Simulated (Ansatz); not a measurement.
Consider the homolysis of the Cl–Ge bond: `C[S][GeH]([F])[Cl]` → Cl• + `C[S][GeH][F]`•.

Gas-phase electronic energies from Ansatz, PBE0-D4/def2-TZVP geometries. CCSD(T)/CBS adds triple-zeta CCSD(T) − MP2 to the extrapolated MP2 energy (def2 sets, frozen cores). This one scheme is used for every species, atoms too. Functionals use def2-TZVPP. No spin–orbit coupling; open shells (•) take unrestricted orbitals. Spin–orbit coupling would lower the free atoms: a little for Cl. For Ge outer-core shells are correlated without core-valence functions, so the limit isn't a true one: a few kJ/mol of doubt a bond, and 10 to 20 or more in all where bonds break to atoms. Scalar relativity is left out up to krypton. Each species was taken in one conformer, which may not be the lowest.

`C[S][GeH]([F])[Cl]`:

Cartesian coordinates in Å:
```
C -1.003 -0.355 1.166
S 0.009 1.115 0.823
Ge 0.849 0.489 -1.094
F 2.038 1.674 -1.494
Cl 1.868 -1.387 -0.911
H -0.384 -1.248 1.235
H -1.784 -0.491 0.417
H -1.474 -0.172 2.131
H -0.119 0.375 -2.275
```

`C[S][GeH][F]`•:

```xyz
8

C    -1.293   -0.459    0.101
S    -0.160    0.041   -1.227
Ge    1.703    0.109   -0.031
F     2.859    0.888   -1.084
H    -1.197    0.186    0.976
H    -2.300   -0.350   -0.301
H    -1.138   -1.500    0.382
H     1.525    1.085    1.183
```

| level | ΔE (kJ/mol) |
| --- | --- |
| BHLYP-D4 | 394.1 |
| SCS-MP2/def2-TZVPP | 422.0 |

(1) What does CCSD(T)/CBS give? (Best estimate.)

Largest T1 diagnostic among the species: 0.015.

Results:

(1) Ansatz gave: +424.8 kJ/mol. The listed levels differ from it by -30.7, -2.8 kJ/mol.

From PBE to PBE0 (25 % exact exchange), in def2-TZVPP and without D4, ΔE moves by +5.2 kJ/mol. At CCSD(T), def2-SVP lies −35.1 kJ/mol from the extrapolated value and def2-TZVPP −14.0 kJ/mol: correlation converges slowly with the basis, and small sets miss more of it in the bonded molecule than in its fragments. In def2-TZVPP, CCSD(T) changes the Hartree–Fock value by +98.3 kJ/mol (the triples alone add +9.2 kJ/mol) and MP2 by +122.1 kJ/mol; breaking electron pairs costs correlation energy, which Hartree–Fock lacks.

CCSD(T)/CBS has its own doubt, a few kJ/mol and more with outer-core shells, so smaller differences from it don't rank the levels.
